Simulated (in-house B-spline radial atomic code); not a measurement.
Re. Computed with a B-spline radial atomic code. Model: non-relativistic spherical atom: semilocal Troullier-Martins pseudo-atom, one channel per l, against all electrons, high spin, G0W0 and RPA with empty states to l = 8, local potential for every l without a channel, a model core (radius 0 = none) keeps its share of the functional.

Without relativity these are model numbers for so heavy an element.

What the tables leave out is listed at the end.

The pseudopotential gives back the lowest level of each angular momentum of its own functional in the configuration it was made in; a second state of the same l is only approximately right. Exact exchange, RPA and GW see the smooth pseudo-orbitals and miss the exchange with the core, for which the functional's share stands in. The column with an uncorrelated core keeps all orbitals and exact exchange, and so separates missing core correlation from pseudisation. Only the three outermost levels and the lowest empty one were computed. RPA here is direct RPA, with no exchange kernel, and its energies carry an (l + 1/2)⁻⁴ tail. A hybrid on a potential with a model core restores only its own semilocal share of the core's exchange.

Command:
```bash
python run_psgw.py task.json out
```
Settings (lengths in bohr, energies in hartree):
```
Z                      75
electrons              75
configuration          [Xe] 4f14 5d5 6s2
generated_in           [Xe] 4f14 5d5 6s2
functional             pbe,pbe
core_shells            10
radius_factor          1.3
core_correction        False
ion_configuration      [Xe] 4f14 5d5 6s1
```

Run time, properties included: 2.1 min on 1 thread of Arm Neoverse N1, with other jobs on the host.

Given: made with PBE; model core radius 0 bohr; local radius 1.739 bohr; mean-field start PBE0.

Valence shells of the generating configuration: 4f, 5p, 5d, 6s.

Channel: s 3.4, p 1.446, d 1.804, f 1.807 (radii in bohr).

Computed: largest level miss in the spin-unpolarised generating configuration 0 eV; valence RPA correlation energy all-electron orbitals -1.8093 hartree; all-electron RPA polarisability, core included 61.673 bohr³; pseudo-atom RPA polarisability 58.95 bohr³; ionisation by mean-field all-electron 6.4687 eV; ionisation by mean-field pseudo minus all -0.028 eV; ionisation by RPA all-electron 6.9973 eV.

```json
{"level": "6s down", "occupied": "1", "mean-field all-electron (eV)": "-4.6638", "mean-field pseudo minus all (eV)": "0.027", "G0W0 all-electron (eV)": "-6.9006", "G0W0 uncorrelated core minus all (eV)": "-0.011", "G0W0 pseudo minus all (eV)": "-0.16", "exchange self-energy all-electron (eV)": "-8.0274", "exchange self-energy pseudo (eV)": "-7.9592"}
{"level": "6s up", "occupied": "1", "mean-field all-electron (eV)": "-5.9815", "mean-field pseudo minus all (eV)": "-0.344", "G0W0 all-electron (eV)": "-8.2811", "G0W0 uncorrelated core minus all (eV)": "-0.02", "G0W0 pseudo minus all (eV)": "-0.807", "exchange self-energy all-electron (eV)": "-10.999", "exchange self-energy pseudo (eV)": "-12.541"}
```

What is the valence RPA correlation energy pseudo?

-2.4474 hartree.

What is the ionisation by RPA pseudo minus all?

0.046 eV.

Given: mean-field start Hartree-Fock.

Computed: valence RPA correlation energy all-electron orbitals -1.6112 hartree; valence RPA correlation energy pseudo -2.2486 hartree; all-electron RPA polarisability, core included 56.539 bohr³; pseudo-atom RPA polarisability 45.955 bohr³; ionisation by mean-field pseudo minus all 0.142 eV; ionisation by RPA pseudo minus all -0.012 eV.

| level | occupied | mean-field all-electron (eV) | mean-field pseudo minus all (eV) | G0W0 all-electron (eV) | G0W0 uncorrelated core minus all (eV) | G0W0 pseudo minus all (eV) | exchange self-energy all-electron (eV) | exchange self-energy pseudo (eV) |
| --- | --- | --- | --- | --- | --- | --- | --- | --- |
| 6s down | 1 | -5.4259 | -0.128 | -6.6138 | -0.006 | 0.165 | -7.0283 | -7.4963 |
| 6s up | 1 | -7.3253 | -1.945 | -8.4083 | -0.017 | -0.903 | -10.457 | -15.263 |
| 5d up | 1 | -14.176 | 0.049 | -13.828 | -0.042 | 1.127 | -28.787 | -28.758 |

What is the ionisation by mean-field all-electron?

5.2978 eV.

What is the ionisation by RPA all-electron?

6.4984 eV.

Among the listed levels the largest G0W0 shift of the pseudo-atom is +1.13 eV, for 5d up on the Hartree-Fock start, while leaving the core uncorrelated moves that level by -0.04 eV. So pseudisation and the lost core exchange, not the missing core correlation, make the error. Not in the tables (levels of low weight, unsolved or above zero; the highest and the empty levels are kept at any weight): the PBE start was refused, since an empty level lay at or below an occupied one; on PBE0 the G0W0 levels 5d up (pseudo minus all -0.02 eV, weights 0.59 and 0.61), 5d down (pseudo minus all -0.43 eV, weights 0.34 and 0.55).
